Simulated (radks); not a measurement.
Values are calculated unless marked as measured or tabulated.
Ionisation of the erbium ion Er+, [Xe] 4f12 6s1, to [Xe] 4f12 as the strength of local exchange is varied. Code: a radial shooting solver on a logarithmic mesh with Libxc functionals. Model: scalar-relativistic Kohn-Sham, Slater X-alpha exchange (alpha = 2/3 is LDA exchange), no correlation, spin-polarised, spherical densities, point nucleus; open shells are filled with parallel spins first (spin-orbit coupling, left out, can overturn this in heavy ions).

| alpha | E(Er+) (hartree) | exchange (hartree) | IE (eV) | -e of the level emptied (eV) | <r> of it (bohr) |
|---|---|---|---|---|---|
| 0.667 | -13071.1915 | -262.4546 | 11.686 | 9.023 (6s) | 3.634 |
| 0.706 | -13086.6119 | -278.1644 | 11.909 | 9.264 (6s) | 3.603 |
| 0.775 | -13113.9434 | -306.0548 | 12.313 | 9.702 (6s) | 3.549 |
| 0.824 | -13133.3910 | -325.9352 | 12.606 | 10.021 (6s) | 3.512 |
| 0.957 | -13186.3362 | -380.2065 | 13.425 | 10.918 (6s) | 3.413 |

NIST Atomic Spectra Database: 11.92 eV (semi-empirical). The Delta-SCF value meets it near alpha = 0.71. Open shells are spherical and high-spin; term and fine-structure splittings are not resolved. Spin-orbit splitting is averaged out at the scalar-relativistic level.
